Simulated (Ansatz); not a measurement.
Single points on MoO₅H₄.

```yaml
crystal:
  periodic: [false, false, false]
  atoms:
    - {symbol: Mo, position_ang: [-0.263474, 0.316866, 0.052652]}
    - {symbol: O, position_ang: [-0.228608, 1.454931, -1.468646]}
    - {symbol: O, position_ang: [-0.587016, -1.123682, -1.259997]}
    - {symbol: O, position_ang: [-1.528009, 0.944181, 0.972760]}
    - {symbol: O, position_ang: [0.884041, -0.692736, 1.204375]}
    - {symbol: O, position_ang: [-1.111006, -1.832286, -0.095929]}
    - {symbol: H, position_ang: [1.745045, -0.371594, 1.524231]}
    - {symbol: H, position_ang: [0.994823, 1.416963, 0.402197]}
    - {symbol: H, position_ang: [-0.308105, -2.297962, 0.253682]}
    - {symbol: H, position_ang: [0.402310, 2.185339, -1.585326]}
basis:
  gaussian: {orbitals: def2-TZVPD, initial_orbitals: start.molden}
hamiltonian: {xc: {name: B2PLYP}}
scf: {omitted_lower_state_checks: [starts]}
output: {orbitals: {seedname: orbitals}}
```

The file start.molden holds the orbitals of an earlier run on this structure, at another level or in another basis.

```sh
$ ansatz run in.yaml --threads 4 --pin off --events-out ev --progress --plain --max-ram 8704MiB
```

Shortened log:

```
Functional definition: B2PLYP
1911 factors; integrals over basis functions are off by at most 9.3e-4 eV
mean field evaluation 1: about -12135.4955 eV, gradient 1.3e1 eV
mean field evaluation 2: about -12135.8674 eV, gradient 4.8e-1 eV
mean field evaluation 4: about -12136.3180 eV, gradient 9.8e-3 eV
mean field evaluation 8: about -12136.3181 eV, gradient 1.9e-6 eV
mean field -12136.31805427 eV, -446.0014622025 hartree, gradient 3.8e-6 eV, S^2 0.000000; 0 other end points of the search recorded, 0 dependent functions left out
5 core orbitals not correlated: weight in the atoms' cores, before any rotation towards them, 1.000 or more for the frozen orbitals, at most 0.000 for the correlated occupied ones
reference -12136.31826451 eV, -446.0014699287 hartree; 24, 24 occupied and 247, 247 virtual orbitals, 1911 factors
second order -60.53877588 eV of doubles, -0.00000000 eV of singles
Total energy: -12152.66373399 eV, -446.6021548530 hartree
Checks for a lower state left out: starts
```

It took 8.5 s on 4 threads of Arm Neoverse V2 on a shared host, peak host memory 0.97 GiB.

Geometry: PBE-D4/def2-SVP.

In the def2 sets Mo takes a core potential; there is no spin–orbit coupling. Correlated methods freeze 5 core orbitals; core or outer-core shells of Mo are correlated, in sets that lack core-valence functions. The structure holds one bond between oxygen atoms, so isomers without such links may lie far lower. The structure comes from a short search, and lower isomers may exist.
